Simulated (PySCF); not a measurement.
3-silyloxypropanenitrile (C3H7NOSi), SMILES N#CCCO[SiH3].

Geometry optimised at r2SCAN-D4/def2-SVP. The values are those of a single conformer.

Method: TDDFT-PBE/def2-SVPD in PySCF 2.14.0.

Vertical excitations. The molecule is in vacuum. State labels are in the subgroup Cs.

```
state  symmetry  energy (eV)  λ (nm)      f                                                  main pairs
-----  --------  -----------  ------  -----  ----------------------------------------------------------
S1           A"         6.22     199  0.000                                              HOMO→LUMO 99 %
S2           A"         6.50     191  0.001                                            HOMO→LUMO+1 99 %
S3           A'         6.78     183  0.017                                           HOMO→LUMO+2 100 %
S4           A'         6.94     179  0.011                                            HOMO−1→LUMO 97 %
S5           A"         7.11     174  0.001                                            HOMO−2→LUMO 90 %
S6           A"         7.11     174  0.012                                            HOMO→LUMO+3 89 %
S7           A"         7.27     171  0.015                                            HOMO→LUMO+4 99 %
S8           A'         7.31     170  0.006                                          HOMO−1→LUMO+1 80 %
S9           A'         7.35     169  0.010                                            HOMO−3→LUMO 88 %
S10          A"         7.45     166  0.000                      HOMO−1→LUMO+2 61 %, HOMO−2→LUMO+1 38 %
T1           A"         5.97     208      0                                              HOMO→LUMO 99 %
T2           A'         6.29     197      0  HOMO−2→LUMO+2 35 %, HOMO−3→LUMO+1 27 %, HOMO−1→LUMO+1 25 %
T3           A"         6.43     193      0                                           HOMO→LUMO+1 100 %
T4           A'         6.70     185      0                                            HOMO−1→LUMO 93 %
```
Triplets are in the Tamm–Dancoff approximation, which puts them higher than full response would, so one can lie above its singlet here.
